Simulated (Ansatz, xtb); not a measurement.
**Relative energy of two isomers of C3H9BSi**

Structure a is `B[C@@H]1C[C@@H]1[SiH3]`, a singlet and structure b is `BC1([SiH3])CC1`, a singlet. Both are isolated molecules in the gas phase, relaxed with r2SCAN-D4/def2-SVP; the shapes shown needn't be the lowest conformers.

a (Å):

```xyz
14

C     0.4291    1.5407    0.2404
C     0.9300    0.1224   -0.0877
C    -0.4910    0.2991    0.3120
B     0.3579    2.5190   -0.9343
Si   -1.9196    0.0160   -0.8774
H     0.7376    3.6623   -0.8352
H    -0.0623    2.1325   -2.0031
H     0.7563    1.9002    1.2228
H     1.6324   -0.3105    0.6313
H     1.1572   -0.1064   -1.1345
H    -0.7141    0.0125    1.3483
H    -2.8830    1.1589   -0.8525
H    -1.4303   -0.1788   -2.2739
H    -2.6459   -1.2223   -0.4573
```

b (Å):

```tsv
atom	x (Å)	y (Å)	z (Å)
C	0.0146	0.1802	0.1155
C	0.9787	-0.6272	1.0208
C	-0.0171	-1.3649	0.2277
B	-1.1167	0.9084	0.8581
Si	0.7105	0.9295	-1.4548
H	-1.5803	1.9560	0.4650
H	-1.5635	0.4185	1.8747
H	-0.3530	1.0680	-2.4963
H	1.7941	0.0464	-1.9959
H	1.2896	2.2818	-1.1888
H	2.0271	-0.6560	0.7040
H	0.8345	-0.5427	2.1023
H	-0.8755	-1.8097	0.7402
H	0.3217	-1.9195	-0.6544
```

Estimate E(b) − E(a) at the level CCSD(T)/def2-SVP + ΔMP2/def2-TZVPP.

Too close to call at this level: CCSD(T)/def2-SVP + ΔMP2/def2-TZVPP gives E(b) − E(a) = −0.084 eV.

How the difference moves with the method:

```json
{"level": "GFN2-xTB", "geometry": "GFN2-xTB", "E(b) − E(a) (eV)": "+0.073", "departure from the last row (eV)": "+0.157", "job, with rough time for the two": "optimisation, 0.2 s"}
{"level": "HF/STO-3G", "geometry": "GFN2-xTB", "E(b) − E(a) (eV)": "+0.160", "departure from the last row (eV)": "+0.244", "job, with rough time for the two": "single point, 0.28 s"}
{"level": "r2SCAN-D4/def2-SVP//GFN2-xTB", "geometry": "GFN2-xTB", "E(b) − E(a) (eV)": "+0.131", "departure from the last row (eV)": "+0.215", "job, with rough time for the two": "single point, 2.3 s"}
{"level": "r2SCAN-D4/def2-SVP", "geometry": "r2SCAN-D4/def2-SVP", "E(b) − E(a) (eV)": "−0.064", "departure from the last row (eV)": "+0.020", "job, with rough time for the two": "optimisation, 69 s"}
{"level": "HF/def2-SVP", "geometry": "r2SCAN-D4/def2-SVP", "E(b) − E(a) (eV)": "−0.079", "departure from the last row (eV)": "+0.006", "job, with rough time for the two": "part of the CCSD(T) run"}
{"level": "MP2/def2-SVP", "geometry": "r2SCAN-D4/def2-SVP", "E(b) − E(a) (eV)": "−0.095", "departure from the last row (eV)": "−0.011", "job, with rough time for the two": "part of the CCSD(T) run"}
{"level": "CCSD(T)/def2-SVP", "geometry": "r2SCAN-D4/def2-SVP", "E(b) − E(a) (eV)": "−0.082", "departure from the last row (eV)": "+0.002", "job, with rough time for the two": "single point"}
{"level": "CCSD(T)/def2-SVP + ΔMP2/def2-TZVPP", "geometry": "r2SCAN-D4/def2-SVP", "E(b) − E(a) (eV)": "−0.084", "departure from the last row (eV)": "", "job, with rough time for the two": "single point, 20 s"}
```

As drawn, both hold the same kinds of bond in the same numbers.

GFN2-xTB, HF/STO-3G, r2SCAN-D4/def2-SVP//GFN2-xTB put the two in the other order. The largest departure from CCSD(T)/def2-SVP + ΔMP2/def2-TZVPP is that of HF/STO-3G, 0.244 eV. The last row adds to CCSD(T) the change of the MP2 difference between the two basis sets, here −0.002 eV.

With thermal terms from frequencies at re-optimised GFN2-xTB minima (ideal gas, soft modes damped towards free rotors, one conformer each, 298.15 K, 1 atm): the zero-point term adds −0.011 eV; ΔH is −0.090 and ΔG −0.099 eV.

The correlated steps freeze 9 core orbitals. Mirror images aren't counted in ΔG. Codes used: Ansatz 0.2.0, xtb 6.7.1; the last row on 2 threads of Intel(R) Xeon(R) 6975P-C (Granite Rapids) on a shared host.
